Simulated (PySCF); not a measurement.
C2H5Zn (SMILES C[CH2][Zn]), doublet, at a GFN2-xTB geometry (such geometries of metal compounds can be far from the true shape) (the spin is typed, not shown lowest); PySCF with DF-HF/aug-cc-pVDZ.

The PySCF input:
```python
from pyscf import gto, scf
import numpy

mol = gto.M(
    atom='''
Zn    0.44032735    0.70016093    0.50050119
C    -0.02634732   -1.21256902   -0.53898933
C    -1.41647195   -1.15377456   -1.13236481
H     0.05574648   -2.01250868    0.19634804
H     0.72754669   -1.35642125   -1.31249709
H    -1.50226420   -0.34818435   -1.86207090
H    -2.17096995   -1.00124970   -0.36017584
H    -1.66296377   -2.08840244   -1.64851511
''',
    basis='aug-cc-pvdz',
    spin=1,
    verbose=4,
    cart=True,
)
print('smallest overlap eigenvalue', numpy.linalg.eigvalsh(mol.intor('int1e_ovlp'))[0])

mf = scf.UHF(mol)
mf = mf.density_fit(auxbasis='def2-universal-jkfit')
mf.kernel()
```

Q: What does PySCF print? Leave out banner, timings and long lists.

A: 
```
PySCF version 2.14.0

[INPUT] verbose = 4
[INPUT] num. atoms = 8
[INPUT] num. electrons = 47
[INPUT] charge = 0
[INPUT] spin (= nelec alpha-beta = 2S) = 1
[INPUT] symmetry False subgroup None
[INPUT] Mole.unit = angstrom
[INPUT] Cartesian GTO integrals (6d 10f)
[INPUT] Symbol           X                Y                Z      unit          X                Y                Z       unit  Magmom
[INPUT]  1 Zn     0.440327350000   0.700160930000   0.500501190000 AA    0.832098096656   1.323112400821   0.945810174119 Bohr   0.0
[INPUT]  2 C     -0.026347320000  -1.212569020000  -0.538989330000 AA   -0.049789218916  -2.291423354932  -1.018542217763 Bohr   0.0
[INPUT]  3 C     -1.416471950000  -1.153774560000  -1.132364810000 AA   -2.676744048629  -2.180317927891  -2.139859363995 Bohr   0.0
[INPUT]  4 H      0.055746480000  -2.012508680000   0.196348040000 AA    0.105345579609  -3.803090228510   0.371044020695 Bohr   0.0
[INPUT]  5 H      0.727546690000  -1.356421250000  -1.312497090000 AA    1.374863986934  -2.563264672040  -2.480260039389 Bohr   0.0
[INPUT]  6 H     -1.502264200000  -0.348184350000  -1.862070900000 AA   -2.838867904739  -0.657973062360  -3.518804025522 Bohr   0.0
[INPUT]  7 H     -2.170969950000  -1.001249700000  -0.360175840000 AA   -4.102538630161  -1.892087715303  -0.680633694285 Bohr   0.0
[INPUT]  8 H     -1.662963770000  -2.088402440000  -1.648515110000 AA   -3.142546080374  -3.946508649473  -3.115242070107 Bohr   0.0

nuclear repulsion = 135.683743501089
number of shells = 52
number of NR pGTOs = 285
number of NR cGTOs = 164
basis = aug-cc-pvdz
ecp = {}
smallest overlap eigenvalue 4.9581395686857905e-05

******** <class 'pyscf.df.df_jk.DFUHF'> ********
method = DFUHF
initial guess = minao
damping factor = 0
level_shift factor = 0
DIIS = <class 'pyscf.scf.diis.CDIIS'>
diis_start_cycle = 1
diis_space = 8
diis_damp = 0
SCF conv_tol = 1e-09
SCF conv_tol_grad = None
SCF max_cycles = 50
direct_scf = False
number electrons alpha = 24  beta = 23
Set gradient conv threshold to 3.16228e-05
******** <class 'pyscf.df.df.DF'> ********
auxbasis = def2-universal-jkfit
init E= -1856.16034357391

cycle= 1 E= -1856.40920360115  delta_E= -0.249  |g|= 0.294  |ddm|= 3.31
cycle= 2 E= -1856.43754340709  delta_E= -0.0283  |g|= 0.257  |ddm|= 0.455
cycle= 3 E= -1856.44760341504  delta_E= -0.0101  |g|= 0.0528  |ddm|= 0.249
cycle= 4 E= -1856.4513096559  delta_E= -0.00371  |g|= 0.0173  |ddm|= 0.176
cycle= 5 E= -1856.45226024799  delta_E= -0.000951  |g|= 0.01  |ddm|= 0.085
cycle= 6 E= -1856.45257753571  delta_E= -0.000317  |g|= 0.00485  |ddm|= 0.05
cycle= 7 E= -1856.4526954367  delta_E= -0.000118  |g|= 0.00321  |ddm|= 0.0347
cycle= 8 E= -1856.45274295956  delta_E= -4.75e-05  |g|= 0.00203  |ddm|= 0.0229
cycle= 9 E= -1856.45277366603  delta_E= -3.07e-05  |g|= 0.000966  |ddm|= 0.025
cycle= 10 E= -1856.45277937793  delta_E= -5.71e-06  |g|= 0.000402  |ddm|= 0.0114
cycle= 11 E= -1856.45277996173  delta_E= -5.84e-07  |g|= 0.000198  |ddm|= 0.00284
cycle= 12 E= -1856.45278007698  delta_E= -1.15e-07  |g|= 9.96e-05  |ddm|= 0.00119
cycle= 13 E= -1856.45278009533  delta_E= -1.83e-08  |g|= 6.68e-05  |ddm|= 0.000507
cycle= 14 E= -1856.45278009923  delta_E= -3.9e-09  |g|= 2.14e-05  |ddm|= 0.000269
cycle= 15 E= -1856.45278009995  delta_E= -7.24e-10  |g|= 9.99e-06  |ddm|= 0.000128
Extra cycle  E= -1856.45278010011  delta_E= -1.6e-10  |g|= 6.56e-06  |ddm|= 3.06e-05
converged SCF energy = -1856.45278010011  <S^2> = 0.8079993  2S+1 = 2.0571819
```
